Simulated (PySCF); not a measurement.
CH3Cl3Si, SMILES Cl[Si](C)(Cl)Cl.

The structure is a stationary point at PBE-D3(BJ)/def2-SVP. The isomer is the one that the SMILES or the coordinates give; other isomers of the formula were not compared.

Method: PBE-D3(BJ)/def2-SVP run with PySCF.

Frequencies are harmonic and unscaled.

Modes within 1.5 cm⁻¹ of each other (mostly degenerate sets) share a row, with their intensities summed.

```json
[
 {"mode": "1–2", "ν (cm⁻¹)": "147", "IR (km/mol)": "1.1", "moving atoms (share of kinetic energy)": "Cl 71 %, C 19 %, H 10 %"},
 {"mode": "3", "ν (cm⁻¹)": "158", "IR (km/mol)": "0.0", "moving atoms (share of kinetic energy)": "H 99 %"},
 {"mode": "4–5", "ν (cm⁻¹)": "206", "IR (km/mol)": "4.9", "moving atoms (share of kinetic energy)": "Cl 50 %, C 19 %, H 19 %, Si 13 %"},
 {"mode": "6", "ν (cm⁻¹)": "220", "IR (km/mol)": "11.0", "moving atoms (share of kinetic energy)": "Cl 59 %, Si 25 %, C 13 %"},
 {"mode": "7", "ν (cm⁻¹)": "435", "IR (km/mol)": "19.1", "moving atoms (share of kinetic energy)": "Cl 68 %, C 17 %, Si 11 %"},
 {"mode": "8–9", "ν (cm⁻¹)": "575", "IR (km/mol)": "239.1", "moving atoms (share of kinetic energy)": "Si 56 %, Cl 35 %"},
 {"mode": "10", "ν (cm⁻¹)": "740", "IR (km/mol)": "77.6", "moving atoms (share of kinetic energy)": "Si 45 %, C 38 %, H 16 %"},
 {"mode": "11–12", "ν (cm⁻¹)": "789", "IR (km/mol)": "173.0", "moving atoms (share of kinetic energy)": "H 68 %, C 20 %, Si 11 %"},
 {"mode": "13", "ν (cm⁻¹)": "1221", "IR (km/mol)": "21.6", "moving atoms (share of kinetic energy)": "H 78 %, C 22 %"},
 {"mode": "14–15", "ν (cm⁻¹)": "1372", "IR (km/mol)": "8.0", "moving atoms (share of kinetic energy)": "H 96 %"},
 {"mode": "16", "ν (cm⁻¹)": "2986", "IR (km/mol)": "0.2", "moving atoms (share of kinetic energy)": "H 97 %"},
 {"mode": "17–18", "ν (cm⁻¹)": "3096", "IR (km/mol)": "0.0", "moving atoms (share of kinetic energy)": "H 91 %, C 9 %"}
]
```
